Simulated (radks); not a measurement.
The numbers below are computed, except where a source is named.
Effect of the nuclear size on the silver ion Ag+, [Kr] 4d10. Level of theory: Dirac Kohn-Sham, relativistic LDA (MacDonald-Vosko exchange, VWN5 correlation), spin-unpolarised, spherical densities, finite nucleus; Fermi nuclear charge, rms radius 4.5454 fm (a radial shooting solver on a logarithmic mesh with Libxc functionals). The rms radius is varied about that value; shifts are against it.

rms radius (fm)	total energy shift (eV)	density at nucleus (e/bohr^3)	1s1/2 shift (meV)	2s1/2 shift (meV)	4s1/2 shift (meV)	5s1/2 (empty) shift (meV)
3.9227	-0.714	1.47e+05	-299	-33.5	-1.22	-0.115
4.2727	-0.324	1.453e+05	-136	-15.2	-0.553	-0.052
4.5454	0	1.441e+05	0.000	0.000	0.000	0.000
4.8318	0.359	1.429e+05	150	16.8	0.612	0.058
5.2908	0.973	1.412e+05	408	45.7	1.66	0.157

Slopes of the eigenvalues against <r^2> in GHz/fm^2, as finite differences over the two radii next to the reference (eigenvalue slopes, not the field-shift constants of lines): 1s1/2 13600, 2s1/2 1520, 4s1/2 55.3, 5s1/2 (empty) 5.22.
